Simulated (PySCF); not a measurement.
Compound: C₂H₄AlI₂N.
Atom-mapped SMILES: `[CH3:1][C:2]#[N+:3][AlH-:4]([I:5])[I:6]` (hydrogens: H7, H8, H9 on C1; H10 on Al4)
Bond orders are those of one Lewis drawing.

Method: PBE0-D3(BJ)/def2-SVP geometry optimisation, gas phase, def2 core potentials past Kr in PySCF 2.14.0; density fitting, grid level 1; the optimiser is geomeTRIC in internal coordinates, started from a GFN2-xTB structure with every atom displaced at random (about 0.01 Å).

Step 0: E = -26420.0008 eV
```
atom  x, y, z in Å  |  force x, y, z in eV/Å
C1     -1.9533    0.2394    0.8978   -1.438   1.654   0.879
C2     -0.8001   -0.0005    0.1519    0.117  -0.237  -0.093
N3      0.1385   -0.2118   -0.4588    1.757  -0.161  -0.733
Al4     2.0781   -0.3433   -1.0803   -0.362   0.369   0.683
I5      2.9380   -1.8213    0.7763    0.044   0.192  -0.029
I6      2.5560    2.1418   -1.1643    0.076  -0.204   0.120
H7     -2.6867   -0.5369    0.7302   -0.454  -0.489  -0.050
H8     -2.3871    1.2220    0.5715    0.168  -0.597   0.215
H9     -1.7269    0.3210    1.9743    0.046  -0.112  -0.110
H10     1.8948   -1.0327   -2.4197    0.045  -0.415  -0.883
```

Step 1: E = -26420.1552 eV
```
atom  x, y, z in Å  |  force x, y, z in eV/Å
C1     -2.0173    0.2498    0.9124   -0.058   0.009  -0.070
C2     -0.8022    0.0226    0.1710    0.120  -0.042  -0.105
N3      0.1803   -0.1536   -0.4049   -0.038   0.029   0.083
Al4     2.0450   -0.3584   -1.1227   -0.025   0.021   0.003
I5      3.0174   -1.7053    0.7701    0.000  -0.017  -0.021
I6      2.7352    2.0646   -1.1354   -0.028  -0.022  -0.016
H7     -2.7309   -0.5662    0.7249    0.037   0.000   0.031
H8     -2.4682    1.2016    0.5997   -0.004   0.040  -0.026
H9     -1.7826    0.3018    1.9836    0.012  -0.040   0.074
H10     1.8745   -1.0791   -2.5198   -0.015   0.023   0.047
```

Q: Estimate the geometry and energy of step 2. (The exact step hangs on the optimiser's Hessian estimate; all steps are aligned on step 1, rigid shifts and turns removed.)

A: E = -26420.1575 eV, largest force 0.060 eV/Å
```
atom  x, y, z in Å  |  force x, y, z in eV/Å
C1     -2.0155    0.2518    0.9078   -0.019   0.038  -0.007
C2     -0.7942    0.0227    0.1765   -0.002  -0.012  -0.035
N3      0.1911   -0.1528   -0.3926    0.035   0.011   0.047
Al4     2.0498   -0.3547   -1.1122   -0.040  -0.010  -0.006
I5      3.0214   -1.7270    0.7619    0.014   0.011  -0.015
I6      2.7143    2.0715   -1.1475    0.003  -0.002   0.004
H7     -2.7248   -0.5661    0.7172    0.004  -0.008   0.012
H8     -2.4630    1.2049    0.5890    0.009  -0.010   0.002
H9     -1.7892    0.3004    1.9832   -0.003  -0.018   0.000
H10     1.8614   -1.0731   -2.5045   -0.001  -0.001  -0.002
```

The energy changes by -0.0024 eV. The first-order estimate −F·Δx gives -0.0038 eV and the mean of the old and new forces, exact on a quadratic surface, -0.0021 eV. The step makes an angle of 72° with the force vector and moves no atom by more than 0.025 Å.

The cost below is that of the whole optimisation. Hardware: Intel Xeon Platinum 8488C, one thread, no GPU, shared host. Cost: 1.8 min, 0.54 GiB resident at most.
